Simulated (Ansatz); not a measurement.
Input file for C4H3F3, SMILES `FC1=C[C@H](F)[C@@H]1F`:

```yaml
crystal:
  periodic: [false, false, false]
  atoms:
    - {symbol: F, position_ang: [-2.114136, 1.040410, 0.574899]}
    - {symbol: C, position_ang: [-1.028613, 0.403599, 0.203627]}
    - {symbol: C, position_ang: [-0.780317, -0.515421, -0.727382]}
    - {symbol: C, position_ang: [0.687950, -0.494836, -0.418304]}
    - {symbol: F, position_ang: [1.181636, -1.639179, 0.151029]}
    - {symbol: C, position_ang: [0.382731, 0.618623, 0.635343]}
    - {symbol: F, position_ang: [0.690198, 0.281122, 1.920562]}
    - {symbol: H, position_ang: [-1.369399, -1.028011, -1.473995]}
    - {symbol: H, position_ang: [1.363433, -0.208756, -1.228795]}
    - {symbol: H, position_ang: [0.811717, 1.602949, 0.426417]}
basis:
  gaussian: {orbitals: def2-TZVPP}
correlation: {method: ccsd_t}
```

```sh
$ ansatz run in.yaml --threads 4 --pin off --events-out ev --progress --plain --max-ram 10444MiB
```

The program prints (abridged):

```
Functional definition: HF
1651 factors; integrals over basis functions are off by at most 9.2e-4 eV
mean field evaluation 1: about -12286.2033 eV, gradient 3.9e1 eV
mean field evaluation 2: about -12286.5377 eV, gradient 3.9e1 eV
mean field evaluation 4: about -12289.9043 eV, gradient 5.1e0 eV
mean field evaluation 8: about -12289.9810 eV, gradient 3.0e-1 eV
mean field -12289.98148251 eV, -451.6484890336 hartree, gradient 4.9e-6 eV, S^2 0.000000; 0 other end points of the search recorded, 0 dependent functions left out
7 core orbitals not correlated: weight in the atoms' cores, before any rotation towards them, 1.000 or more for the frozen orbitals, at most 0.000 for the correlated occupied ones
reference -12289.98148251 eV, -451.6484890336 hartree; 20, 20 occupied and 232, 232 virtual orbitals, 1651 factors
second order -37.22469293 eV of doubles, -0.00000000 eV of singles
cycle   1  -36.80791841 eV  change    4.2e-1 eV  update   1.3e-1
cycle   2  -37.60110940 eV  change   -7.9e-1 eV  update   3.9e-2
cycle   3  -37.79593252 eV  change   -1.9e-1 eV  update   1.8e-2
cycle   4  -37.77851178 eV  change    1.7e-2 eV  update   4.2e-3
cycle   5  -37.77525661 eV  change    3.3e-3 eV  update   1.8e-3
cycle   6  -37.77722937 eV  change   -2.0e-3 eV  update   5.0e-4
cycle   7  -37.77720228 eV  change    2.7e-5 eV  update   1.8e-4
cycle   8  -37.77703158 eV  change    1.7e-4 eV  update   5.9e-5
cycle   9  -37.77701996 eV  change    1.2e-5 eV  update   2.5e-5
perturbative correction -1.45651416 eV, -0.0535259080 hartree
Total energy: -12329.21501663 eV, -453.0902948189 hartree
```

Hardware: 4 threads of an Arm Neoverse V1 on a shared host. Wall time 5.8 min, peak host memory 7 GiB.

The correlation energy is -39.234 eV, 3.7 % of it from (T); the T1 diagnostic reads 0.0121.
